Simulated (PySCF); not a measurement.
**Magnetic susceptibility: `C=C[SiH2][SiH2][SiH2]O[SiH3]`, C₂H₁₂OSi₄**

Geometry:
```tsv
atom	x (Å)	y (Å)	z (Å)
C1	-2.300	1.744	-0.186
C2	-3.068	0.669	-0.129
Si3	-2.464	-1.099	-0.396
Si4	-0.163	-1.190	-0.635
Si5	1.075	-0.318	1.109
O6	2.501	0.204	0.528
Si7	3.812	0.411	-0.391
H8	-1.242	1.677	-0.393
H9	-2.680	2.744	-0.033
H10	-4.122	0.807	0.081
H11	-3.230	-1.616	-1.542
H12	-2.950	-1.875	0.758
H13	0.204	-2.602	-0.869
H14	0.213	-0.562	-1.919
H15	0.516	0.880	1.746
H16	1.434	-1.274	2.163
H17	4.775	-0.616	-0.001
H18	4.278	1.763	-0.096
H19	3.402	0.261	-1.787
```

Computed, not measured: GIAO KT2/STO-3G magnetisability, rotational g tensor and spin-rotation constants, non-relativistic, gas phase in PySCF. Geometry: GFN2-xTB.

(1) What are the magnetisability and the molar susceptibility?

(2) Split it along the inertial axes a, b, c into diamagnetic and paramagnetic parts about the centre of mass, with the quadrupole moment.

(3) And the rotational g tensor?

Results:

(1) Isotropic -1721 × 10⁻³⁰ J/T², or -103.6 × 10⁻⁶ cm³/mol; principal values -1833, -1690, -1640 × 10⁻³⁰ J/T², anisotropy 174 × 10⁻³⁰ J/T² (root of half the summed squared differences of the principal values). The susceptibility is in cgs units.

(2) 
| axis | χ (10⁻⁶ cm³/mol) | diamagnetic (10⁻⁶ cm³/mol) | paramagnetic (10⁻⁶ cm³/mol) | summed x² of all electrons (Å²) | quadrupole Θ (D Å) |
| --- | --- | --- | --- | --- | --- |
| a | -100.6 | -690.0 | 589.4 | 556.5 | +0.67 |
| b | -100.0 | -2614.4 | 2514.4 | 102.9 | 0.00 |
| c | -110.3 | -2797.7 | 2687.4 | 59.7 | -0.68 |

Anisotropies 2χaa − χbb − χcc = +9.1 and 2χbb − χaa − χcc = +10.9 × 10⁻⁶ cm³/mol. Θ is traceless in Buckingham's convention.

(3) 
| axis | rotational constant (GHz) | g | nuclear part | electronic part |
| --- | --- | --- | --- | --- |
| a | 2.3100 | -0.0234 | 0.6162 | -0.6396 |
| b | 0.4781 | -0.0049 | 0.5598 | -0.5647 |
| c | 0.4467 | -0.0023 | 0.5616 | -0.5640 |

Asymmetric top; isotopes 12C, 1H, 16O, 28Si; no vibrational averaging.
